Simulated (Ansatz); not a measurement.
Spectroscopic constants of SnN, multiplicity 4 (an upper state: multiplicity 2 came lower at CCSD(T)/def2-TZVPP on PBE0 minima). No spin–orbit coupling.

Seven points along R, fitted to fifth degree in 1/R; most abundant isotopes. Runs in def2 and cc sets follow the lowest solution found near the PBE0 minimum.

Programs: Ansatz (Gaussian orbitals).  In def2 rows elements past Kr take small-core potentials, without spin–orbit coupling.

```json
[
 {"level": "PBE/def2-TZVPP", "r_e (Å)": "2.234", "ω_e (cm⁻¹)": "___", "ω_e x_e (cm⁻¹)": "2.5", "dipole (D)": "1.95"},
 {"level": "PBE0/def2-TZVPP", "r_e (Å)": "2.197", "ω_e (cm⁻¹)": "479", "ω_e x_e (cm⁻¹)": "2.7", "dipole (D)": "2.04"},
 {"level": "wB97X-V/def2-TZVPP", "r_e (Å)": "___", "ω_e (cm⁻¹)": "___", "ω_e x_e (cm⁻¹)": "2.7", "dipole (D)": "2.14"}
]
```

Task: Some entries are withheld; supply them.

Result: 
- wB97X-V/def2-TZVPP, r_e (Å): 2.188
- wB97X-V/def2-TZVPP, ω_e (cm⁻¹): 492
- PBE/def2-TZVPP, ω_e (cm⁻¹): 448

Ansatz is a first-principles code.
